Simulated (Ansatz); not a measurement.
Frontier orbitals of `[O]=[Mo]([OH])([F])([F])[Cl]`.

Charge 0, multiplicity 1. Correlated methods include outer-core shells of Mo, which these sets cover unevenly. Mo takes the def2 core potential. The structure was optimised at the PBE0-D4/def2-TZVP level. It is one conformer, not always the lowest. Basis def2-TZVPP, the Gaussian-basis code of Ansatz.

| functional | HOMO (eV) | LUMO (eV) | gap (eV) |
| --- | --- | --- | --- |
| LDA (SPW92) | -8.17 | -5.30 | 2.87 |
| PBE | -7.96 | -5.05 | 2.91 |
| PBE0 | -9.46 | -4.46 | 5.00 |
| HSE06 (plane-wave form) | -9.05 | -4.83 | 4.22 |
| CAM-B3LYP | -10.84 | -3.41 | 7.43 |
| ωB97M-V | -11.70 | -2.30 | 9.40 |

Against PBE, PBE0 changes HOMO and LUMO by −1.50 and +0.59 eV, ωB97M-V by −3.74 and +2.76 eV. A gap of 2.91 eV thus becomes 9.40 eV for the same molecule, so an orbital gap means little without its functional.
